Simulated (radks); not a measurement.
Results of a calculation; reference values are marked as such.
Spherical quantum dot in the effective-mass picture: electrons in a hard-walled sphere of radius 3.77, all in effective atomic units (hartree* = m*/eps^2 hartree, bohr* = eps/m* bohr), one dielectric constant everywhere. Level of theory: non-relativistic Kohn-Sham, exchange-only LDA, spin-polarised, spherical densities (a radial shooting solver with Libxc functionals). Levels are named by radial order and angular momentum (1s, 1p, 1d, 2s, ...), and open shells are averaged over m. Results are scaled to m* = 0.377 and eps = 6.7, for which hartree* = 228.5 meV and bohr* = 0.9404 nm. Each electron was tried in the lowest free levels, single moves between levels near the top were tried too, and the lowest total energy was kept; such a search can miss a lower state. At N = 1 the Hartree and exchange-correlation terms need not cancel, so that row can carry a self-interaction error.

N	open shells	2S	mu = E(N) - E(N-1) (meV)	addition energy mu(N+1) - mu(N) (meV)	e(HOMO) (meV)	rms radius (nm)
1	1s(up 1, down 0)	1	86.574	104.0	124.54	1.907
2	none	0	190.60	143.2	225.41	1.992
3	1p(up 1, down 0)	1	333.75	74.56	370.46	2.116
4	1p(up 2, down 0)	2	408.31	76.64	446.45	2.185
5	1p(up 3, down 0)	3	484.94	105.0	523.53	2.234
6	1p(up 3, down 1)	2	589.97	71.50	625.11	2.273
7	1p(up 3, down 2)	1	661.47	73.85	698.17	2.305
8	none	0	735.32	158.5	772.61	2.332
9	1d(up 1, down 0)	1	893.84	72.46	929.97	2.365
10	1d(up 2, down 0)	2	966.31	72.93	1002.7	2.393
11	1d(up 3, down 0)	3	1039.2	73.19	1075.8	2.416
12	1d(up 4, down 0)	4	1112.4	73.33	1149.1	2.437
13	1d(up 5, down 0)	5	1185.8	98.60	1222.5	2.455
14	1d(up 5, down 1)	4	1284.4	70.93	1319.7	2.472
15	1d(up 5, down 2)	3	1355.3	71.47	1391.0	2.488
16	1d(up 5, down 3)	2	1426.8	71.80	1462.6	2.502
17	1d(up 5, down 4)	1	1498.6	72.01	1534.5	2.514
18	none	0	1570.6	173.1	1606.6	2.526
19	1f(up 1, down 0)	1	1743.7	70.87	1779.1	2.540
20	1f(up 2, down 0)	2	1814.6	71.00	1850.1	2.553
21	1f(up 3, down 0)	3	1885.6	71.09	1921.1	2.564
22	1f(up 4, down 0)	4	1956.7	71.16	1992.2	2.575
23	1f(up 5, down 0)	5	2027.8	71.19	2063.4	2.585
24	1f(up 6, down 0)	6	2099.0	71.21	2134.6	2.595
25	1f(up 7, down 0)	7	2170.2	94.46	2205.8	2.604
26	1f(up 7, down 1)	6	2264.7	69.96	2299.6	2.613
27	1f(up 7, down 2)	5	2334.7	70.12	2369.7	2.621
28	1f(up 7, down 3)	4	2404.8	70.23	2439.9	2.628
29	1f(up 7, down 4)	3	2475.0	70.31	2510.1	2.636
30	1f(up 7, down 5)	2	2545.3	70.38	2580.5	2.643
31	1f(up 7, down 6)	1	2615.7	70.42	2650.9	2.649
32	none	0	2686.1	175.5	2721.3	2.656
33	2s(up 1, down 0)	1	2861.6	87.23	2907.2	2.645
34	2s(up 1, down 0) 1g(up 1, down 0)	2	2948.8	69.64	2983.6	2.653
35	2s(up 1, down 0) 1g(up 2, down 0)	3	3018.5	69.68	3054.4	2.660
36	2s(up 1, down 0) 1g(up 3, down 0)	4	3088.2	67.93	3127.9	2.666
37	1g(up 5, down 0)	5	3156.1	67.83	3189.0	2.688
38	1g(up 6, down 0)	6	3223.9	69.80	3258.8	2.694
39	1g(up 7, down 0)	7	3293.7	69.81	3328.6	2.700
40	1g(up 8, down 0)	8	3363.5	69.81	3398.4	2.705
41	1g(up 9, down 0)	9	3433.3	-	3468.2	2.710

All shells are closed at N = 2, 8, 18, 32 (there: 1s2 1p6 1d10 1f14); the second difference of the energy has clear peaks (12 % above both neighbours; the first and last values, which can be the largest, are not judged, and half-filled shells can peak too) at N = 2, 5, 8, 13, 18, 25, 32.
